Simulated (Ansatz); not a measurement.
Isolated molecules relaxed with PBE0-D4/def2-TZVP in Ansatz; ΔE leaves out vibrations. CCSD(T)/CBS is the MP2 limit (def2-TZVPP, def2-QZVPP) plus CCSD(T) − MP2 in def2-TZVPP, frozen cores. This one scheme is used for every species. DFT in def2-TZVPP. def2 core potentials past Kr. For Sb outer-core shells are correlated without core-valence functions, which leaves a few kJ/mol of doubt a bond. Each species was taken in one conformer, which may not be the lowest.

`[SiH3][O][SbH2]` + `N[SiH](O)F` → `N[SiH](F)[O][SbH2]` + `O[SiH3]`  (ligand exchange at the Sb–O bond)

```
             level  ΔE (kJ/mol)
            B97M-V         -4.8
        r2SCANh-D4         -4.5
          BHLYP-D4         -3.8
           r2SCAN0         -3.1
    MP2/def2-TZVPP         -4.2
CCSD(T)/def2-TZVPP         -4.3
     HF/def2-QZVPP          1.8
      HF/CBS(def2)          1.9
```

Task: What does CCSD(T)/CBS give? (Estimate.)

Result: The calculation gave: -3.9 kJ/mol. The listed levels differ from it by -0.9, -0.6, 0.1, 0.8, -0.3, -0.4, 5.7, 5.8 kJ/mol.

Largest T1 diagnostic among the species: 0.014.

Leaving LDA and LC-ωPBE aside and taking each functional with its dispersion term where it has one, the values, not all of them listed here, spread over 4.0 kJ/mol, from revPBE-D4 to B2PLYP. The D4 term adds −3.4 kJ/mol with B3LYP and −2.0 kJ/mol with PBE0; it sums over pairs of atoms, weighted by their polarisabilities, and B3LYP, whose exchange is more repulsive, gets the larger term.

B3LYP here is the variant with VWN-RPA as its local correlation; programs differ in this.
